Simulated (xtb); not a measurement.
C$_{4}$H$_{6}$O$_{4}$Zn, singlet, at a GFN2-xTB geometry (such geometries of metal compounds can be far from the true shape). Base run: GFN2-xTB in xtb.

Geometry (Å):
```xyz
15

Zn    -0.0021    -0.0005    -0.0004
C      0.0893     2.3045    -2.9726
C      0.0601     1.3812    -1.7894
O     -0.4686     0.2480    -1.8865
O      0.5517     1.7443    -0.6940
H      0.9631     2.9460    -2.9164
H      0.0815     1.7261    -3.8910
H     -0.8040     2.9254    -2.9390
C     -0.0877    -2.3041     2.9729
C     -0.0500    -1.3790     1.7915
O     -0.9939    -0.5788     1.5865
O      0.9190    -1.4117     0.9957
H      0.9237    -2.5192     3.3034
H     -0.6781    -1.8611     3.7686
H     -0.5591    -3.2337     2.6594
```
All else is at xtb's defaults.
Base energy -28.53250 Eh.

The base run was repeated with changes; each row names its change, and settings that it needs were set with it.

| change | ΔE vs base (mEh) | HOMO-LUMO gap (eV) | dipole (D) | SCF cycles |
|---|---|---|---|---|
| base | 0.000 | 5.37 | 0.14 | 10 |
| etemp = 1000 | 0.000 | 5.37 | 0.14 | 10 |
| acc = 0.0001 | 0.000 | 5.37 | 0.14 | 17 |
| acc = 1000 | 0.001 | 5.37 | 0.14 | 7 |
| alpb = benzene | (withheld) | (withheld) | (withheld) | 10 |
| etemp = 3000 | -0.002 | 5.37 | 0.14 | 10 |

Q: Some entries are withheld; supply them.

A: 
- alpb = benzene, ΔE vs base (mEh): -15.456
- alpb = benzene, HOMO-LUMO gap (eV): 5.36
- alpb = benzene, dipole (D): 0.15

ALPB and GBSA are two models with their own fitted parameters for each solvent, which aren't always the measured dielectric constant.
